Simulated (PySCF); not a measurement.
**Correlation energy of S+ (sulfur, charge +1)**

[Ne] 3s2 3p3, high-spin 4S determinant. Calculation: PySCF 2.14, in x2c-TZVPPall (5s5p3d1f, 42 functions); scalar relativity by spin-free X2C-1e. Frozen: 1s2; 13 electrons correlated.

```csv
level,correlation energy (mhartree)
CCSD,-266.78
(T),-4.92
CCSD(T),-271.70
```

Diagnostics: T1 = 0.0029, D1 = 0.0108, largest double amplitude 0.061.

Cost of the coupled-cluster step: about 1.7 core-seconds, for 13 correlated electrons.

Iterations:

```
CC2 = 0
CCSD nocc = (np.int64(8), np.int64(5)), nmo = (41, 41)
frozen orbitals [[0], [0]]
max_cycle = 100
direct = 0
conv_tol = 1e-08
conv_tol_normt = 1e-06
diis_space = 8
diis_start_cycle = 0
Init t2, MP2 energy = -0.249537864617681
Init E_corr(UCCSD) = -0.249537864622252
cycle = 1  E_corr(UCCSD) = -0.262652098469881  dE = -0.0131142338  norm(t1,t2) = 0.036609
cycle = 2  E_corr(UCCSD) = -0.265710384353828  dE = -0.00305828588  norm(t1,t2) = 0.0105348
cycle = 3  E_corr(UCCSD) = -0.266798897925996  dE = -0.00108851357  norm(t1,t2) = 0.0037482
cycle = 4  E_corr(UCCSD) = -0.266783893499528  dE = 1.50044265e-05  norm(t1,t2) = 0.000476
cycle = 5  E_corr(UCCSD) = -0.266777896582689  dE = 5.99691684e-06  norm(t1,t2) = 4.55009e-05
cycle = 6  E_corr(UCCSD) = -0.26677900741442  dE = -1.11083173e-06  norm(t1,t2) = 7.81836e-06
cycle = 7  E_corr(UCCSD) = -0.266778997882768  dE = 9.53165241e-09  norm(t1,t2) = 2.18239e-06
cycle = 8  E_corr(UCCSD) = -0.266778984672537  dE = 1.32102311e-08  norm(t1,t2) = 4.54884e-07
cycle = 9  E_corr(UCCSD) = -0.266778987562272  dE = -2.88973534e-09  norm(t1,t2) = 7.20631e-08
UCCSD converged
E(UCCSD) = -398.5123069950288  E_corr = -0.2667789875622723
UCCSD(T) correction = -0.00492120437795344
```

This basis was not built for core-valence correlation, so the inner-shell part is incomplete.
